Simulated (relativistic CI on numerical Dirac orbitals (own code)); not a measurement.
## Ligand-field terms of d3

Computed with a parametric ligand-field model of a d^n configuration (Racah B and C, spin-orbit zeta, crystal field), exact diagonalisation.

Field parameters in Wybourne normalisation: Oh B⁴₀ = 21Dq, B⁴₄ = √(5/14) B⁴₀; Td as Oh with Dq negative (B⁴₀ = 21Dq, B⁴₄ = √(5/14) B⁴₀). The field is a parameter set, without covalency.

Q: Lowest levels for B = 700, C = 2700, ζ = 490 cm⁻¹, Td, 10Dq = -8250 cm⁻¹?

A: Γ8 0 (S 1.49), Γ7 116 (S 1.50), Γ8 649 (S 1.50), Γ6 1012 (S 1.50), Γ8 5383 (S 0.52), Γ7 7517 (S 1.49), Γ8 7550 (S 1.49), Γ6 7850 (S 1.49), Γ8 7906 (S 1.49) cm⁻¹, with S from ⟨S²⟩ = S(S + 1). The ground level has 1.93 electrons in the cubic e pair.

Q: Lowest levels for B = 300, C = 1260, ζ = 190 cm⁻¹, Oh, 10Dq = 39600 cm⁻¹?

A: Γ8 0 (S 1.50), Γ8 6312 (S 0.50), Γ8 6421 (S 0.50), Γ6 6440 (S 0.50), Γ8 10406 (S 0.50), Γ7 10427 (S 0.50), Γ7 39524 (S 1.50), Γ8 39570 (S 1.50), Γ8 39646 (S 1.50) cm⁻¹, with S from ⟨S²⟩ = S(S + 1). The ground level has 0.00 electrons in the cubic e pair.

Q: Lowest levels for B = 300, C = 1060, ζ = 420 cm⁻¹, Oh, 10Dq = 8250 cm⁻¹?

A: Γ8 0 (S 1.50), Γ8 5325 (S 0.54), Γ8 5577 (S 0.52), Γ6 5735 (S 0.52), Γ8 8030 (S 1.21), Γ7 8047 (S 1.39), Γ8 8422 (S 1.47), Γ6 8439 (S 1.49), Γ7 8551 (S 0.73) cm⁻¹, with S from ⟨S²⟩ = S(S + 1). The ground level has 0.01 electrons in the cubic e pair.

Q: Lowest levels for B = 570, C = 2000, ζ = 390 cm⁻¹, Oh, 10Dq = 21150 cm⁻¹?

A: Γ8 0 (S 1.50), Γ8 10334 (S 0.50), Γ8 10781 (S 0.50), Γ6 10881 (S 0.50), Γ8 16323 (S 0.51), Γ7 16478 (S 0.50), Γ7 21010 (S 1.50), Γ8 21113 (S 1.50), Γ8 21263 (S 1.50) cm⁻¹, with S from ⟨S²⟩ = S(S + 1). The ground level has 0.00 electrons in the cubic e pair.

Q: Lowest levels for B = 370, C = 1380, ζ = 880 cm⁻¹, Oh, 10Dq = 7750 cm⁻¹?

A: Γ8 0 (S 1.49), Γ8 6165 (S 0.88), Γ8 6817 (S 0.56), Γ6 7086 (S 0.79), Γ7 7534 (S 1.48), Γ8 7777 (S 1.45), Γ8 8501 (S 1.28), Γ6 8505 (S 1.33), Γ7 10116 (S 0.98) cm⁻¹, with S from ⟨S²⟩ = S(S + 1). The ground level has 0.03 electrons in the cubic e pair.
